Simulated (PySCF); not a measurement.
C5H4O, SMILES O=C1C=CC=C1. Atoms are numbered in the order given.

```xyz
10

O      0.0000     0.0000     2.0264
C      0.0000     0.0000     0.8219
C      0.0000     1.2023    -0.0851
C      0.0000     0.7478    -1.3464
C      0.0000    -0.7478    -1.3464
C      0.0000    -1.2023    -0.0851
H      0.0000     2.2299     0.2746
H      0.0000     1.3492    -2.2570
H      0.0000    -1.3492    -2.2570
H      0.0000    -2.2299     0.2746
```
Charge 0, spin multiplicity 1.

The structure is a stationary point at PBE0-D3(BJ)/def2-SVP.

Computed with PBE/pcSseg-1 (PySCF).

GIAO shieldings, no solvent; atoms alike by connectivity are averaged. δ = σ(ref) − σ: ¹⁷O against H2O (σ = 334.3 ppm); ¹³C against TMS (σ = 182.0 ppm); ¹H against TMS (σ = 31.49 ppm), references at their B3LYP-D3(BJ)/def2-TZVP geometries, non-relativistic.

```json
[
 {"nucleus": "¹⁷O", "atoms": "O1", "count": "1", "δ (ppm)": "790.5"},
 {"nucleus": "¹³C", "atoms": "C2", "count": "1", "δ (ppm)": "211.4"},
 {"nucleus": "¹³C", "atoms": "C4, C5", "count": "2", "δ (ppm)": "156.4"},
 {"nucleus": "¹³C", "atoms": "C3, C6", "count": "2", "δ (ppm)": "123.2"},
 {"nucleus": "¹H", "atoms": "H8, H9", "count": "2", "δ (ppm)": "7.33"},
 {"nucleus": "¹H", "atoms": "H7, H10", "count": "2", "δ (ppm)": "5.40"}
]
```
